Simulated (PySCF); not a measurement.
CH5BrInNO, SMILES C[O][In]([NH2])[Br]. Atoms are numbered in the order given.

```xyz
10

In     0.4544     0.1193    -0.0877
Br    -1.8264     0.0832     0.9285
O      0.6125    -0.9648    -1.7901
C      1.8723    -1.1729    -2.3917
H      2.5696    -1.7872    -1.7714
H      1.7131    -1.7284    -3.3437
H      2.4114    -0.2306    -2.6600
N      2.0543     0.9517     0.9180
H      1.7288     1.6958     1.5515
H      2.7242     1.3861     0.2671
```
Charge 0, spin multiplicity 1.

The structure is a stationary point at PBE-D3(BJ)/def2-SVP. The def2 effective core potentials stand for the cores of In; spin–orbit coupling is left out. Other conformers were not sampled.

The numbers are results of PBE-D3(BJ)/def2-SVP run with PySCF, not measurements.

Frequencies are harmonic and unscaled.

Computed normal modes with their intensities:
| mode | ν (cm⁻¹) | IR (km/mol) | moving atoms (share of kinetic energy) |
|---|---|---|---|
| 1 | 24 | 1.3 | H 79 %, O 9 %, C 9 % |
| 2 | 62 | 1.8 | C 32 %, In 22 %, Br 18 %, H 15 %, O 10 % |
| 3 | 70 | 0.7 | H 29 %, In 24 %, C 19 %, N 15 % |
| 4 | 84 | 5.1 | N 59 %, H 18 %, In 10 %, Br 8 % |
| 5 | 132 | 14.6 | O 40 %, H 26 %, In 18 %, N 13 % |
| 6 | 206 | 12.9 | H 73 %, Br 9 % |
| 7 | 211 | 4.0 | H 30 %, C 29 %, O 25 %, Br 15 % |
| 8 | 253 | 45.6 | Br 40 %, In 39 %, O 8 % |
| 9 | 480 | 61.0 | N 58 %, H 20 %, O 16 % |
| 10 | 516 | 80.2 | O 56 %, In 14 %, H 13 %, N 10 % |
| 11 | 610 | 35.1 | H 67 %, N 26 % |
| 12 | 801 | 38.8 | H 92 % |
| 13 | 1072 | 200.7 | O 49 %, C 46 % |
| 14 | 1125 | 0.8 | H 77 %, C 19 % |
| 15 | 1138 | 0.7 | H 73 %, C 20 % |
| 16 | 1411 | 6.7 | H 94 % |
| 17 | 1414 | 6.8 | H 95 % |
| 18 | 1426 | 52.3 | H 92 % |
| 19 | 1474 | 10.4 | H 92 %, N 8 % |
| 20 | 2879 | 137.5 | H 97 % |
| 21 | 2939 | 59.1 | H 91 %, C 9 % |
| 22 | 2987 | 29.7 | H 91 %, C 9 % |
| 23 | 3403 | 14.6 | H 96 % |
| 24 | 3508 | 10.9 | H 92 %, N 8 % |
